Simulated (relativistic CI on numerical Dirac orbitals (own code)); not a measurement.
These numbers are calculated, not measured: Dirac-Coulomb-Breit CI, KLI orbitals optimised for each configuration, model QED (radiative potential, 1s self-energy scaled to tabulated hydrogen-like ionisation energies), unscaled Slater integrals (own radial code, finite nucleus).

The strongest absorption lines from the ground level of an ion, among the configurations computed and to levels below about 14400 eV (vacuum wavelength in Å, gf): 0.8688 (0.24), 1.1051 (0.3), 1.1245 (1.1), 1.1502 (0.33), 1.1912 (0.035), 6.8730 (0.27).

Which ion is it?
A. W LXXI
B. W LXIX
C. Rn LXXXI
D. Sm LVII

B. W LXIX has 6 electrons and the ground level 2s2 2p2 3P_0; the strongest line goes to 2s2 2p 3d 3D°_1. The pattern of lines fixes the number of electrons, and along that sequence the line energies rise steadily with the charge (about as its square where n changes within one kind of shell, about linearly where n is kept but much faster in heavy ions where fine structure, which grows about as Z⁴, sets the gap, and irregularly where shells cross), which fixes Z. Configurations outside the model, such as inner-shell arrays, can give stronger lines. At this charge energies of transitions that change n are usually good to better than 1 %, and those within a shell (Δn = 0) to a few per cent.

LS names give the leading component of a level, which can be under half, so a name can repeat, a term be missing and a line seem to break the LS rules.
